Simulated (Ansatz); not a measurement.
Input for Ansatz (a quantum-chemistry and plane-wave program): R-CCSD(T)/cc-pV(T+d)Z on silylphosphine (SMILES [SiH3]P), a point of a torsion scan. Files ending in .json are basis or fitting sets from the Basis Set Exchange.

Ansatz 0.2 input:
```yaml
crystal:
  periodic: [false, false, false]
  atoms:
    - {symbol: Si, position_ang: [-0.83295890, 0.04972472, -0.03663083]}
    - {symbol: P, position_ang: [1.39842147, -0.13819394, -0.01500416]}
    - {symbol: H, position_ang: [-1.46576514, -0.89101514, -0.96347254]}
    - {symbol: H, position_ang: [-1.17986227, 1.41880237, -0.41550361]}
    - {symbol: H, position_ang: [-1.28481273, -0.23780104, 1.32404594]}
    - {symbol: H, position_ang: [1.60728929, 0.59336373, -1.16992999]}
    - {symbol: H, position_ang: [1.45397028, -1.34084081, -0.69364345]}
basis:
  gaussian:
    orbitals: cc-pV_T+d_Z.json
magnetization: {spin_polarized: false}
correlation: {method: ccsd_t, electrons: outside_noble_gas}
scf: {lower_state_search: off}
```

Output:

```
WARN ansatz: RAYON_NUM_THREADS=1 ignored (pool sized by the plan → 1); use --threads N
Functional definition: HF
these checks for a lower state are left out or cut short: stability, starts, cluster_reference, orbital_swaps, neighbouring_geometries, increment
integrals: 0.34 GiB planned
845 factors; integrals over basis functions are off by at most 7.5e-4 eV
mean field: 0.34 GiB planned
mean field evaluation 1: about -17212.8406 eV, gradient 1.3e1 eV
mean field evaluation 2: about -17213.0241 eV, gradient 1.3e1 eV
mean field evaluation 4: about -17214.1195 eV, gradient 1.3e0 eV
mean field evaluation 8: about -17214.1267 eV, gradient 5.4e-5 eV
mean field -17214.12670348 eV, -632.6074881988 hartree, gradient 4.3e-6 eV, S^2 0.000000; 0 other end points of the search recorded, 0 dependent functions left out
10 core orbitals not correlated
reference -17214.12670348 eV, -632.6074881988 hartree; 7, 7 occupied and 131, 131 virtual orbitals, 845 factors
second order -7.95032482 eV of doubles, -0.00000000 eV of singles
coupled cluster: 0.79 GiB planned
cycle   1  -8.85562607 eV  change   -9.1e-1 eV  update   7.4e-2
cycle   2  -9.18792451 eV  change   -3.3e-1 eV  update   2.4e-2
cycle   3  -9.21013871 eV  change   -2.2e-2 eV  update   7.2e-3
cycle   4  -9.20659726 eV  change    3.5e-3 eV  update   2.5e-3
cycle   5  -9.20557802 eV  change    1.0e-3 eV  update   7.2e-4
cycle   6  -9.20548810 eV  change    9.0e-5 eV  update   2.3e-4
cycle   7  -9.20554175 eV  change   -5.4e-5 eV  update   7.2e-5
cycle   8  -9.20555088 eV  change   -9.1e-6 eV  update   2.3e-5
cycle   9  -9.20554499 eV  change    5.9e-6 eV  update   7.8e-6
perturbative correction -0.33106752 eV, -0.0121665069 hartree
Total energy: -17223.66331599 eV, -632.9579522442 hartree
Checks for a lower state left out: stability, starts, cluster_reference, orbital_swaps, neighbouring_geometries, increment
```

The run converged.

Cost: very roughly 16 core-seconds.
